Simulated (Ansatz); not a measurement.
`CC[N](C)[SnH]([F])[Cl]`, charge 0, multiplicity 1.

(1) Give a relaxed structure at PBE0-D4/def2-TZVP (the Gaussian-basis code of Ansatz). (Estimate.)

Results:

(1) Computed: 
Cartesian coordinates in Å:
```
C 0.7611 -1.7382 0.6320
C -0.4143 -1.1147 -0.0877
N -0.1293 0.2193 -0.5759
C -1.2574 0.8216 -1.2600
Sn 0.9911 1.4331 0.5508
F 0.7949 3.1135 -0.3463
Cl 0.0711 1.7776 2.6644
H 0.9923 -1.2106 1.5662
H 1.6534 -1.7430 0.0010
H 0.5375 -2.7691 0.9107
H -0.6796 -1.7353 -0.9549
H -1.2953 -1.1196 0.5748
H -1.0129 1.8321 -1.5900
H -2.1611 0.8711 -0.6349
H -1.5003 0.2278 -2.1493
H 2.6488 1.1343 0.6990
```
This is one stationary point; other conformers may exist.
